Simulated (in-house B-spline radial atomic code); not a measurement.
# Binding energies in the fluorine ion F²⁺

NIST's tabulated ground configuration is [He] 2s2 2p3; each binding energy is the energy of the ion with one electron taken from that subshell, relaxed, less that of the parent. Computed with a B-spline radial code for spherical atoms: Dirac-Kohn-Sham PBE0, spherical fractional occupations, Fermi nucleus of rms radius 2.8976 fm. Energies include first-order Breit, QED and recoil terms.

Caution: exact exchange at fractional occupations of open shells leaves self-interaction of up to several eV.

```csv
subshell,X-ray name,binding energy (eV),-ε (eV),relaxation (eV)
1s,K,769.8,725.2,-44.9
2s,L1,81.35,71.63,-9.73
2p,"L2,3",60.35,49.26,-11.10
```

Relaxation = -ε minus the binding energy without Breit, QED and recoil terms. With a density functional, K lines can miss by some tenths of a per cent, more in light atoms. For a density functional the relaxation so defined is negative, because -ε of a Kohn-Sham level is smaller than the binding energy.

(1) What does it cost to remove two 2s electrons?

(2) What does it cost to remove two 1s electrons?

(3) What does it cost to remove both a 1s and a 2p electron?

Results:

(1) 182.98 eV, which is 20.29 eV more than the two single binding energies together.

(2) 1629.5 eV, which is 89.96 eV more than the two single binding energies together.

(3) 864.35 eV, which is 34.23 eV more than the two single binding energies together.
